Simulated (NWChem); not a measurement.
System meant: YSiH$_{3}$OF$_{2}$; SMILES [F][Y]([F])[O][SiH3]

Input file for NWChem:

```
start job
memory heap 200 mb stack 900 mb global 1100 mb
geometry units angstroms noautoz
  Y     -0.001209     1.036070    -0.204403
  F      1.729618     2.024135    -0.066096
  F     -1.728127     2.040276    -0.213056
  O     -0.005996    -1.007544    -0.325546
  Si    -0.009072    -2.656898    -0.414710
  H     -1.339117    -3.166980    -0.875607
  H      0.280629    -3.255974     0.926882
  H      1.032473    -3.139048    -1.376382
end
basis spherical
  * library def2-svp
end
ecp
  Y library def2-ecp
end
dft
  xc pbe0
  iterations 4
  mulliken
end
task dft energy
```

End of the output:

```
    Atom       Charge   Shell Charges
 -----------   ------   -------------------------------------------------------
    1 Y   11    10.43   0.00  0.81  1.06  0.24  0.06  5.06  1.14  0.20  0.95  0.51  0.42
    2 F    9     9.21   1.98  1.02  0.78  3.21  2.22  0.00
    3 F    9     9.21   1.98  1.02  0.78  3.21  2.22  0.00
    4 O    8     8.32   1.97  0.90  0.62  2.71  2.11  0.01
    5 Si  14    13.51   2.00  1.93  0.63  0.32  5.82  1.26  1.10  0.45
    6 H    1     1.11   0.65  0.44  0.02
    7 H    1     1.11   0.65  0.44  0.02
    8 H    1     1.11   0.65  0.44  0.02

 center of mass
 --------------
 x =  -0.00005700 y =   0.24200824 z =  -0.00038698

 moments of inertia (a.u.)
 ------------------
        1691.917806042747           0.000000000000           0.000000000000
           0.000000000000         427.484481762426           0.000000000000
           0.000000000000           0.000000000000        2098.211157182001

     Multipole analysis of the density
     ---------------------------------

     L   x y z        total         alpha         beta         nuclear
     -   - - -        -----         -----         ----         -------
     0   0 0 0      0.000000    -27.000000    -27.000000     54.000000

     1   1 0 0     -0.000639     -0.001567     -0.001567      0.002495
     1   0 1 0     -0.231757     20.173175     20.173175    -40.578107
     1   0 0 1     -0.013886     -0.070503     -0.070503      0.127121

     2   2 0 0    -46.326057   -124.649290   -124.649290    202.972523
     2   1 1 0     -0.000948      0.003900      0.003900     -0.008748
     2   1 0 1     -0.000050     -0.000079     -0.000079      0.000109
     2   0 2 0    -45.432711   -436.965363   -436.965363    828.498014
     2   0 1 1     -0.055347     -0.083352     -0.083352      0.111356
     2   0 0 2    -33.336025    -21.922775    -21.922775     10.509524

 ------------------------------------------------------------------------
 dft energy failed                                                                                  0
 ------------------------------------------------------------------------
 ------------------------------------------------------------------------
  current input line :
    24: task dft energy
 ------------------------------------------------------------------------
 ------------------------------------------------------------------------
 This type of error is most commonly associated with calculations not reaching convergence criteria
 ------------------------------------------------------------------------
 For more information see the NWChem manual at https://nwchemgit.github.io

0:dft energy failed:Received an Error in Communication
```

Question: Can this run be used? If not, why, and what is the fix?

Answer: Convergence was not reached. Cause: the SCF was allowed too few iterations. This input runs:
```
start job
memory heap 200 mb stack 900 mb global 1100 mb
geometry units angstroms noautoz
  Y     -0.001209     1.036070    -0.204403
  F      1.729618     2.024135    -0.066096
  F     -1.728127     2.040276    -0.213056
  O     -0.005996    -1.007544    -0.325546
  Si    -0.009072    -2.656898    -0.414710
  H     -1.339117    -3.166980    -0.875607
  H      0.280629    -3.255974     0.926882
  H      1.032473    -3.139048    -1.376382
end
basis spherical
  Y library def2-svp
  F library def2-svp
  O library def2-svp
  Si library def2-svp
  H library def2-svp
end
ecp
  Y library def2-ecp
end
dft
  xc pbe0
  iterations 150
  mulliken
end
task dft energy
```
It converges to -604.08756 Ha (PBE0/def2-SVP with def2 effective core potentials on Y).
